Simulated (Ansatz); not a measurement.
CH4Si, SMILES `C[SiH]` (charge 0, multiplicity 1).

These are frozen-core CCSD(T)/cc-pV5Z // B3LYP-D3(BJ)/def2-TZVP (Ansatz, a program for electronic structure) values and carry that method's errors.

Ansatz 0.2 input:
```yaml
crystal:
  periodic: [false, false, false]
  atoms:
    - { symbol: C, position_ang: [-0.523416, -0.078001, -0.042274] }
    - { symbol: Si, position_ang: [1.250238, -0.729214, -0.255606] }
    - { symbol: H, position_ang: [-1.289453, -0.793961, -0.339489] }
    - { symbol: H, position_ang: [-0.654839, 0.84369, -0.622238] }
    - { symbol: H, position_ang: [-0.690463, 0.20558, 1.004218] }
    - { symbol: H, position_ang: [1.907932, 0.551903, 0.255388] }
basis:
  gaussian: { orbitals: cc-pV5Z }
correlation:
  method: ccsd_t
```

Output:

```
Functional definition: HF
2563 factors; integrals over basis functions are off by at most 7.0e-4 eV
mean field evaluation 1: about -8953.0750 eV, gradient 2.8e1 eV
mean field evaluation 2: about -8953.0750 eV, gradient 2.8e1 eV
mean field evaluation 4: about -8955.2235 eV, gradient 2.4e0 eV
mean field evaluation 8: about -8955.2594 eV, gradient 8.5e-2 eV
mean field evaluation 16: about -8955.2586 eV, gradient 3.8e-1 eV
mean field -8955.25943064 eV, -329.0997139833 hartree, gradient 4.0e-6 eV, S^2 0.000000; 0 other end points of the search recorded, 0 dependent functions left out; unrestricted orbitals would lower it
6 core orbitals not correlated
reference -8955.25943064 eV, -329.0997139833 hartree; 6, 6 occupied and 394, 394 virtual orbitals, 2563 factors
second order -8.48374786 eV of doubles, -0.00000000 eV of singles
cycle   1  -8.92376126 eV  change   -4.4e-1 eV  update   7.2e-2
cycle   2  -9.23380565 eV  change   -3.1e-1 eV  update   2.8e-2
cycle   3  -9.27497707 eV  change   -4.1e-2 eV  update   1.2e-2
cycle   4  -9.26917881 eV  change    5.8e-3 eV  update   4.5e-3
cycle   5  -9.27049264 eV  change   -1.3e-3 eV  update   1.5e-3
cycle   6  -9.27056654 eV  change   -7.4e-5 eV  update   6.0e-4
cycle   7  -9.27046087 eV  change    1.1e-4 eV  update   1.9e-4
cycle   8  -9.27057537 eV  change   -1.1e-4 eV  update   6.8e-5
cycle   9  -9.27058658 eV  change   -1.1e-5 eV  update   2.0e-5
cycle  10  -9.27057504 eV  change    1.2e-5 eV  update   7.3e-6
perturbative correction -0.36283302 eV, -0.0133338677 hartree
Total energy: -8964.89283871 eV, -329.4537352000 hartree
```
